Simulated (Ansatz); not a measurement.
GeHMe2(NCO) (C3H7GeNO), relaxed as a singlet with RKS PBE-D4/def2-SVP in Ansatz, starting from the GFN2-xTB geometry. Force threshold 0.02 eV/Å.

Start:

```xyz
13

Ge    0.347    0.347   -0.420
H     0.948    1.376   -1.347
C     1.509   -0.076    1.119
H     2.433   -0.540    0.787
H     1.002   -0.765    1.791
H     1.757    0.824    1.675
C    -0.358   -1.232   -1.375
H    -1.098   -0.938   -2.113
H    -0.828   -1.914   -0.671
H     0.443   -1.762   -1.883
N    -1.078    1.254    0.227
C    -2.060    1.544    0.826
O    -3.017    1.883    1.384
```

```tsv
step	energy (eV)	largest force component (eV/Å)	SCF passes
1	-63252.8298	2.218	20
2	-63252.9882	0.445	21
3	-63252.9963	0.178	22
4	-63252.9973	0.045	22
5	-63252.9978	0.046	21
6	-63252.9985	0.109	21
7	-63252.9990	0.101	21
8	-63252.9996	0.012	21
9	-63252.9998	0.068	20
10 (rejected)	-63252.9997	0.045	21
11 (rejected)	-63252.9997	0.078	22
12	-63252.9999	0.006	23
```

Force components are those of the run's own axes.

End:

```xyz
13

Ge    0.363    0.376   -0.446
H     1.087    1.330   -1.431
C     1.483   -0.069    1.098
H     2.392   -0.610    0.767
H     0.921   -0.714    1.801
H     1.790    0.853    1.627
C    -0.353   -1.206   -1.353
H    -1.046   -0.903   -2.161
H    -0.902   -1.842   -0.631
H     0.472   -1.799   -1.795
N    -1.079    1.357    0.179
C    -2.074    1.508    0.855
O    -3.053    1.717    1.491
```

By distances, no bond broke or formed. The bond that changes most is Ge1–N11, from 1.81 to 1.85 Å (atoms count from 1).

The force fell under the threshold at step 8, but the optimiser went on. No frequencies were taken in this run, so the end may be a saddle point.

Hardware: 2 threads of AMD EPYC 7R13 on a shared host. Wall time 20 s.
